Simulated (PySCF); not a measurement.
# Identify the compound

An unknown has the formula C₈H₉P. Its calculated NMR data are:

¹H NMR (600 MHz, computed): δ 8.91 (m, 1H), 8.57 (m, 1H), 7.61 (m, 1H), 7.34 (m, 1H), 6.28 (m, 1H), 5.54 (m, 1H), 2.61 (s, 3H).

¹³C{¹H} NMR (computed): δ 173.1 (C), 164.4 (CH), 147.6 (C), 146.5 (CH), 136.1 (CH), 132.9 (CH), 114.8 (CH2), 27.6 (CH3).

Level of theory: PBE0/pcSseg-1 with gauge-including orbitals, geometry from GFN2-xTB, in PySCF 2.14 (no solvent model, single conformer, no relativistic terms, one averaged value for each set of equivalent atoms).

Chemical shifts δ = σref − σ; ¹H, ¹³C vs TMS, all at this level.

Which of these isomers gave the spectra?
A. C#CP1C=CC(C)C=C1
B. C=Cc1ccc(C)cp1
C. c1cpcc(C2CC2)c1
D. c1ccc2c(c1)CPC2
E. C=Cc1ccpcc1C
F. C=Pc1ccccc1C

Results:

B. 

- 8 carbon signals for 8 carbons: no two carbons are equivalent.
- Carbon types of the structure: 2 × C, 4 × CH, 1 × CH2, 1 × CH3, which accounts for all hydrogens.
- δC 173.1, 147.6: substituted aromatic carbon.
- δC 164.4, 136.1, 132.9: aromatic CH.
- δC 146.5: alkene CH; the olefinic region.
- δC 114.8: terminal =CH2 carbon; an sp2 carbon of a C=C bond.
- δH 8.91, 8.57, 7.61: hydrogen on an aromatic CH; it sits in the deshielding region of the aromatic ring current.

The others: C#CP1C=CC(C)C=C1 would give 6 carbon signals, not 8; c1cpcc(C2CC2)c1 would give 7 carbon signals, not 8; C=Pc1ccccc1C has carbons computed at 182.1, 154.9, 145.9, 137.0, 135.9, 133.8, 132.0, 24.0; c1ccc2c(c1)CPC2 would give 4 carbon signals, not 8; C=Cc1ccpcc1C has carbons computed at 165.5, 163.2, 146.9, 145.2, 144.0, 137.5, 124.5, 27.4.

Splittings by ³¹P in the carbon and heteronuclear signals aren't shown, as no couplings were computed. Shifts are as computed. Against solution values, carbons near 30 ppm lie about +3 ppm off and those near 130 ppm about +5 ppm. Of 1211 compounds with measured shifts, 218 miss one by over three times the rms of a fit or turn the order of signals round; such compounds aren't used in these exercises. No couplings were computed; multiplicities are counted from neighbouring protons, with m where these are inequivalent, close in shift, in a saturated or five-membered ring or joined by F or P, and br s for small geminal =CH2 splittings.
